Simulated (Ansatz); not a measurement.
Geometry optimisation, Ansatz, DFT LDA, scalar-relativistic, plane waves, PAW.

input.yaml

```yaml
crystal:
  lattice:
    - [6.6, 0.0, 0.0]
    - [0.0, 6.6, 0.0]
    - [0.0, 0.0, 6.6]
  atoms:
    - { symbol: Nb, position: [0.0, 0.0, 0.0] }
    - { symbol: Nb, position: [0.5, 0.0, 0.0] }
    - { symbol: Nb, position: [0.0, 0.5, 0.0] }
    - { symbol: Nb, position: [0.0, 0.0, 0.5] }
    - { symbol: Nb, position: [0.25, 0.25, 0.25] }
    - { symbol: Nb, position: [0.5, 0.5, 0.0] }
    - { symbol: Nb, position: [0.5, 0.0, 0.5] }
    - { symbol: Nb, position: [0.75, 0.25, 0.25] }
    - { symbol: Nb, position: [0.0, 0.5, 0.5] }
    - { symbol: Nb, position: [0.25, 0.75, 0.25] }
    - { symbol: Nb, position: [0.25, 0.25, 0.75] }
    - { symbol: Nb, position: [0.5, 0.5, 0.5] }
    - { symbol: Nb, position: [0.75, 0.75, 0.25] }
    - { symbol: Nb, position: [0.75, 0.25, 0.75] }
    - { symbol: Nb, position: [0.25, 0.75, 0.75] }
    - { symbol: Nb, position: [0.75, 0.75, 0.75] }
    - { symbol: H, position: [0.25961869, 0.62701464, 0.00643345] }
basis:
  ecutwfc: 420.0
kpoints:
  mp_grid: { grid: [3, 3, 3] }
hamiltonian:
  xc: lda
scf:
  occupations: { method: gaussian, width: 0.1 }
  lower_state_search: "off"
relax:
  f_tol: 0.03
  max_steps: 60
  adjacent_minimum: "off"
output:
  write_density: true
  write_potential: true
  elf: true
  volumetric_format: npy
```

Run as:

```bash
$ ansatz run input.yaml --threads 4 --pin off --max-ram 10240MiB --backend cpu --events-out ev --progress --plain --runs-dir out
```

Task: Where does it end, and by what steps?

Result: The forces met the threshold. The force dipped under the threshold on the way, but the program's further checks kept it going. Limits of this set-up: coarse k mesh, odd electron count without spin. After 4 steps the energy has fallen by 0.150 eV; H17 moved furthest, 0.07 Å.

```
step  energy less start (eV)  largest force component (eV/Å)  accepted
   0                  0.0000                           1.217       yes
   1                  0.0733                           1.010        no
   2                 -0.1408                           0.221       yes
   3                 -0.1504                           0.008       yes
   4                 -0.1504                           0.008       yes
```

```xyz
17
Lattice="6.6000 0.0000 0.0000 0.0000 6.6000 0.0000 0.0000 0.0000 6.6000" Properties=species:S:1:pos:R:3
Nb -0.004 0.000 0.003
Nb 3.311 -0.001 0.003
Nb -0.038 3.261 0.002
Nb 0.005 0.018 3.302
Nb 1.654 1.652 1.660
Nb 3.347 3.261 0.002
Nb 3.302 0.017 3.303
Nb 4.954 1.634 1.650
Nb 0.005 3.314 3.302
Nb 1.653 4.991 1.696
Nb 1.654 1.651 4.945
Nb 3.303 3.314 3.302
Nb 4.954 4.937 1.652
Nb 4.954 1.634 4.954
Nb 1.653 4.991 4.910
Nb 4.954 4.937 4.953
H 1.655 4.126 0.003
```

The run took 73 s on 4 threads of Arm Neoverse V2, on a shared host, peak memory 1.3 GiB.
